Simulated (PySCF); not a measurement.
BH2IO, SMILES OBI. Atoms are numbered in the order given.

```xyz
5

B      0.6071    -1.4761     0.0000
H      1.7715    -1.7106     0.0000
I     -0.0249     0.5865     0.0000
O     -0.2849    -2.4752     0.0000
H     -1.2074    -2.1892     0.0000
```
Charge 0, spin multiplicity 1.

Geometry optimised at r2SCAN-D4/def2-TZVP. The def2 effective core potentials stand for the cores of I; spin–orbit coupling is left out. The values are those of a single conformer.

All values below come from PySCF with ωB97X/def2-TZVPD.

Mulliken values depend strongly on the basis, most of all with diffuse functions as here. ESP charges are fitted to the potential on shells at 1.4 to 2.0 van der Waals radii. Atomic charges (e):

```
atom  Mulliken  ESP fit
----  --------  -------
B1        0.22        …
H2       -0.05        …
I3       -0.11        …
O4       -0.34    -0.43
H5        0.28     0.38
```

Task: What belongs in the gaps? (The exact figures need the calculation; the answer reports its results.)

Result: 
- B1, ESP fit: 0.17
- H2, ESP fit: 0.02
- I3, ESP fit: -0.13
